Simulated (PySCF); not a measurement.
C₂H₉NSn, SMILES C[CH2][SnH2][NH2].

Coordinates come from a r2SCAN-D4/def2-SVP optimisation. The structure was generated by enumeration; whether it is a known compound was not checked. The def2 effective core potentials stand for the cores of Sn; spin–orbit coupling is left out. One conformer was computed; it need not be the lowest.

Two levels are set side by side: PBE/def2-TZVP (PySCF) and ωB97X/def2-TZVP (PySCF). Same geometry, gas phase. Differences are taken from unrounded values.

| quantity | ωB97X | PBE | PBE minus ωB97X |
|---|---|---|---|
| orbital gap (eV) | 11.25 | 4.90 | -6.35 |
| highest occupied level (eV) | -9.46 | -5.67 | 3.80 |
| lowest empty level (eV) | 1.79 | -0.77 | -2.56 |
| dipole moment (D) | 0.87 | 0.73 | -0.14 |
| mean polarisability (bohr³) | 72.6 | 76.5 | 4.0 |

Without exact exchange PBE keeps part of each electron's self-repulsion, which lifts occupied levels and narrows the gap. Loosely held outer electrons make PBE densities more polarisable. Differences between two approximate levels are no errors against the true value.

Rough cost on one machine, each run with all the roots and properties that it gave: ωB97X against PBE within a factor of 2.
